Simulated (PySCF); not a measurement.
cyclopent-3-en-1-ol (C5H8O), SMILES C1C(CC=C1)O. Atoms are numbered in the order given.

```xyz
14

O      1.7281     0.6494     0.0000
C      0.8420    -0.4599     0.0000
C     -0.1162    -0.4184     1.2207
C     -1.3223     0.3115     0.6754
C     -1.3223     0.3115    -0.6754
C     -0.1162    -0.4184    -1.2207
H      1.1610     1.4456     0.0000
H      1.4917    -1.3580     0.0000
H      0.3753     0.0764     2.0845
H     -0.3976    -1.4433     1.5570
H     -2.1109     0.7467     1.3081
H     -2.1109     0.7467    -1.3081
H      0.3753     0.0764    -2.0845
H     -0.3976    -1.4433    -1.5570
```
Charge 0, spin multiplicity 1.

The structure is a stationary point at PBE-D3(BJ)/def2-SVP. The values are those of a single conformer.

Computed with PBE-D3(BJ)/def2-SVP in PySCF 2.14.0.

No scaling factor is applied to the harmonic values.

| mode | ν (cm⁻¹) | IR (km/mol) | moving atoms (share of kinetic energy) |
|---|---|---|---|
| 1 | 140 | 2.7 | C 41 %, H 30 %, O 29 % |
| 2 | 345 | 8.2 | C 45 %, H 45 %, O 10 % |
| 3 | 376 | 0.5 | H 48 %, C 29 %, O 23 % |
| 4 | 411 | 45.7 | H 77 %, C 22 % |
| 5 | 448 | 32.4 | H 43 %, O 35 %, C 22 % |
| 6 | 664 | 39.7 | H 83 %, C 14 % |
| 7 | 745 | 1.5 | C 80 %, H 20 % |
| 8 | 763 | 1.6 | C 89 %, H 11 % |
| 9 | 829 | 24.8 | C 50 %, H 32 %, O 18 % |
| 10 | 846 | 5.3 | H 51 %, C 49 % |
| 11 | 910 | 7.7 | H 48 %, C 44 %, O 9 % |
| 12 | 922 | 16.3 | H 56 %, C 43 % |
| 13 | 933 | 0.1 | H 78 %, C 22 % |
| 14 | 963 | 0.2 | C 63 %, H 37 % |
| 15 | 998 | 0.3 | H 59 %, C 40 % |
| 16 | 1042 | 28.0 | H 44 %, C 38 %, O 18 % |
| 17 | 1074 | 0.4 | H 89 %, C 11 % |
| 18 | 1105 | 1.7 | H 90 %, C 10 % |
| 19 | 1134 | 96.3 | H 80 %, C 11 %, O 10 % |
| 20 | 1202 | 8.3 | C 60 %, H 39 % |
| 21 | 1239 | 2.3 | H 73 %, C 27 % |
| 22 | 1258 | 5.7 | H 50 %, C 49 % |
| 23 | 1268 | 2.4 | H 63 %, C 35 % |
| 24 | 1329 | 0.7 | H 52 %, C 47 % |
| 25 | 1374 | 43.9 | H 83 %, C 12 % |
| 26 | 1382 | 8.0 | H 90 %, C 10 % |
| 27 | 1396 | 19.7 | H 87 %, C 12 % |
| 28 | 1629 | 1.8 | C 92 %, H 8 % |
| 29 | 2950 | 18.6 | H 94 % |
| 30 | 2951 | 28.8 | H 94 % |
| 31 | 3020 | 13.1 | H 91 %, C 9 % |
| 32 | 3020 | 10.1 | H 91 %, C 9 % |
| 33 | 3028 | 35.4 | H 92 %, C 8 % |
| 34 | 3118 | 3.1 | H 92 % |
| 35 | 3141 | 14.8 | H 90 %, C 10 % |
| 36 | 3661 | 11.7 | H 94 % |
